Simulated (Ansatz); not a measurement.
This geometry of ClFH4SSi2 (9 atoms, charge 0, multiplicity 1) is a first-order saddle point.

Method: RKS PBE0/6-31G* (Ansatz).

```xyz
9
Properties=species:S:1:pos:R:3
F -1.964 -0.619 1.734
Si -1.347 0.293 0.558
Cl -0.961 2.161 1.326
Si 0.641 -0.677 -0.206
S 1.412 0.546 -1.808
H -2.382 0.461 -0.493
H 1.649 -0.725 0.888
H 0.365 -2.067 -0.669
H 2.675 0.581 -1.346
```

Problem. Which two structures does it join? (They come from a converged band through this point; their orientation in space is the band's.)

Solution. No bond is made or broken. The dihedral H7–Si4–S5–H9 goes from 69 to -63°.

Initial state:

```xyz
9
Properties=species:S:1:pos:R:3
F -2.013 -0.753 1.609
Si -1.386 0.254 0.521
Cl -1.270 2.126 1.364
Si 0.750 -0.509 -0.047
S 1.497 0.831 -1.554
H -2.330 0.345 -0.619
H 1.619 -0.539 1.163
H 0.642 -1.897 -0.582
H 2.580 0.095 -1.872
```

Final state:

```xyz
9
Properties=species:S:1:pos:R:3
F -1.930 -0.591 1.703
Si -1.243 0.207 0.486
Cl -0.799 2.115 1.139
Si 0.754 -0.816 -0.168
S 1.646 0.330 -1.753
H -2.245 0.345 -0.599
H 1.659 -0.967 1.006
H 0.489 -2.148 -0.774
H 1.757 1.479 -1.057
```

Problem. How far does it lie above each of them?

Solution. 2.3 kJ/mol above the first and 7.6 kJ/mol above the second. This is the barrier of this one path; another mechanism may lie lower.

Time of the run: 2.6 min on 2 threads of Arm Neoverse V1 (shared host), peak memory 0.23 GiB.
